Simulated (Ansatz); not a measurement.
Job for Ansatz (an electronic-structure program): U-CCSD(T)/def2-TZVPP on AlHg, 2S+1 = 2, a spin state set in the input, which need not be the lowest, a point of a bond scan (R = 2.788 Å). Elements past Kr take the def2 small-core potentials; no spin–orbit coupling.

Ansatz 0.2 input:
```yaml
crystal:
  periodic: [false, false, false]
  atoms:
    - {symbol: Hg, position_ang: [0.00000000, 0.00000000, 0.00000000]}
    - {symbol: Al, position_ang: [0.00000000, 0.00000000, 2.78783900]}
basis:
  gaussian:
    orbitals: def2-TZVPP
magnetization: {spin_polarized: true, initial_magnetization: 1}
correlation: {method: ccsd_t, electrons: valence}
output: {orbitals: {seedname: ./end}}
```

Program output:

```
WARN ansatz: RAYON_NUM_THREADS=1 ignored (pool sized by the plan → 1); use --threads N
Functional definition: HF
integrals: 0.18 GiB planned
670 factors; integrals over basis functions are off by at most 1.2e-3 eV
mean field: 0.30 GiB planned
mean field evaluation 1: about -10732.4169 eV, gradient 3.6e0 eV
mean field evaluation 2: about -10732.5054 eV, gradient 3.6e0 eV
mean field evaluation 4: about -10732.7219 eV, gradient 9.3e-1 eV
mean field evaluation 8: about -10732.7442 eV, gradient 1.5e-1 eV
mean field evaluation 16: about -10732.7457 eV, gradient 1.4e-5 eV
mean field evaluation 32: about -10732.7457 eV, gradient 5.8e-3 eV
mean field evaluation 64: about -10732.7302 eV, gradient 4.5e-1 eV
mean field evaluation 96: about -10732.7019 eV, gradient 5.0e-1 eV
mean field evaluation 128: about -10732.4233 eV, gradient 3.3e-3 eV
mean field evaluation 160: about -10732.7412 eV, gradient 2.2e-1 eV
mean field evaluation 192: about -10732.4233 eV, gradient 2.1e-3 eV
mean field evaluation 224: about -10731.1127 eV, gradient 4.4e0 eV
mean field evaluation 256: about -10730.1822 eV, gradient 9.6e-2 eV
mean field evaluation 288: about -10729.9545 eV, gradient 5.3e-4 eV
mean field evaluation 320: about -10729.6789 eV, gradient 9.5e-2 eV
mean field evaluation 352: about -10729.2471 eV, gradient 3.8e-1 eV
mean field evaluation 384: about -10732.7227 eV, gradient 9.5e-1 eV
mean field evaluation 416: about -10732.4233 eV, gradient 1.4e-2 eV
mean field evaluation 448: about -10730.1829 eV, gradient 2.8e-3 eV
mean field evaluation 480: about -10729.9538 eV, gradient 8.3e-2 eV
mean field evaluation 512: about -10729.5033 eV, gradient 1.8e0 eV
mean field evaluation 544: about -10729.2759 eV, gradient 7.4e-2 eV
mean field evaluation 576: about -10729.2766 eV, gradient 4.7e-3 eV
mean field evaluation 608: about -10732.7456 eV, gradient 6.7e-3 eV
mean field evaluation 640: about -10729.7913 eV, gradient 1.1e0 eV
mean field evaluation 672: about -10729.6791 eV, gradient 9.0e-2 eV
mean field evaluation 704: about -10729.4172 eV, gradient 1.0e0 eV
mean field -10732.74566015 eV, -394.4211280942 hartree, gradient 3.2e-6 eV, S^2 0.771862; 18 other end points of the search recorded, 0 dependent functions left out
determinant -10732.74566015 eV, -394.4211280942 hartree, with singles and doubles -10751.03230460 eV, -395.0931498826 hartree
determinant -10732.42334022 eV, -394.4092830551 hartree, with singles and doubles -10750.66892944 eV, -395.0797960917 hartree
determinant -10730.18292759 eV, -394.3269494096 hartree, with singles and doubles -10747.60728309 eV, -394.9672826638 hartree
determinant -10729.99412693 eV, -394.3200111133 hartree, with singles and doubles -10748.30620455 eV, -394.9929675535 hartree
determinant -10729.95451560 eV, -394.3185554240 hartree, with singles and doubles -10747.70557927 eV, -394.9708949815 hartree
determinant -10729.67971118 eV, -394.3084565479 hartree, with singles and doubles -10747.47821131 eV, -394.9625393633 hartree
determinant -10729.27659628 eV, -394.2936423483 hartree, with singles and doubles -10747.07036176 eV, -394.9475511686 hartree
determinant -10732.74566015 eV, -394.4211280942 hartree, with singles and doubles -10750.98707356 eV, -395.0914876724 hartree
determinant -10732.42334022 eV, -394.4092830551 hartree, with singles and doubles -10750.62427920 eV, -395.0781552258 hartree
5 core orbitals not correlated, not the lowest: weight in the atoms' cores, before any rotation towards them, 1.000 or more for the frozen orbitals, at most 0.000 for the correlated occupied ones
reference -10732.74566015 eV, -394.4211280942 hartree; 12, 11 occupied and 84, 85 virtual orbitals, 670 factors
second order -19.20586766 eV of doubles, -0.00000000 eV of singles
coupled cluster: 0.62 GiB planned
cycle   1  -18.24141335 eV  change    5.6e-8 eV  update   1.6e-6
perturbative correction -0.67392539 eV, -0.0247663012 hartree
Total energy: -10751.66099889 eV, -395.1162539716 hartree
```

The run converged.

Cost: around 2.1 core-minutes (rough).
